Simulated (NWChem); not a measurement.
System: Si2NH6OCl; SMILES N[Si@](O)([SiH3])Cl

```xyz
11

N     -1.3812    -0.5908    -1.3094
Si    -0.3981    -0.1049     0.0146
O     -1.2922    -0.0590     1.4090
Si     0.6767     1.9658    -0.0921
Cl     1.0809    -1.5720     0.0889
H     -2.1471    -0.0109    -1.6341
H     -0.9949    -1.1624    -2.0515
H     -1.8730    -0.8163     1.5488
H     -0.3243     3.0695    -0.2397
H      1.5741     1.9851    -1.2889
H      1.4965     2.2128     1.1323
```
Atoms are numbered in this order, from 1.

Results from NWChem. All runs use the structure optimised with PBE0/def2-SVP.

For level B3LYP/def2-TZVP:

| Quantity | Result |
|---|---|
| highest occupied level (eV) | -7.41 |
| orbital gap (eV) | 7.30 |

Q: What are these values for level CAM-B3LYP/def2-TZVP?

A: highest occupied level (eV): -8.99
orbital gap (eV): 10.08
